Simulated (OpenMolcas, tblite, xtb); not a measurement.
# How methods differ on SiHCl2O2 (SMILES [O][Si](O)(Cl)Cl)

SiHCl2O2: 6 atoms, total charge 0, spin state doublet. SMILES: `[O][Si](O)(Cl)Cl`. Geometry: relaxed at PBE0-D4/def2-TZVP. This is one conformer, not always the lowest.

```xyz
6

O    -1.2261    0.1809    1.2116
Si   -0.2709    0.0412   -0.1237
O     1.0519   -0.8558    0.1149
Cl   -1.2184   -0.7892   -1.6960
Cl    0.1114    2.0120   -0.4342
H     1.5941   -0.6532    0.8812
```

Each level gives the vertical energy of the quartet above the doublet (eV). The values are calculated.

| level | kind | program | value (eV) | less CCSD(T)/cc-pVDZ | CPU time (all runs) |
| --- | --- | --- | --- | --- | --- |
| GFN1-xTB | semi-empirical | tblite | 8.39 | -0.32 | under 2 s |
| GFN0-xTB | semi-empirical | xtb | 6.33 | -2.38 | under 2 s |
| UHF/cc-pVDZ | Hartree–Fock | OpenMolcas | 8.92 | +0.21 | 28 s |
| USVWN5/cc-pVDZ | LDA | OpenMolcas | 6.83 | -1.88 | 2 min |
| UBLYP/cc-pVDZ | GGA | OpenMolcas | 6.84 | -1.87 | 4 min |
| U-r2SCAN/cc-pVDZ | meta-GGA | OpenMolcas | 7.56 | -1.15 | 4 min |
| UB3LYP/cc-pVDZ | global hybrid | OpenMolcas | 7.68 | -1.03 | 3 min |
| ROCCSD(T)/cc-pVDZ | coupled cluster or CI | OpenMolcas | 8.71 | 0.00 | 3.8 min |

ROCCSD(T)/cc-pVDZ is the highest level here, not the true value. The values span 6.33 to 8.92 eV. The xTB rows lack spin polarisation, so open shells miss the exchange term that lowers them. Times are those of the runs behind each value, whatever else they computed, on shared processors of several kinds: orders of magnitude only.
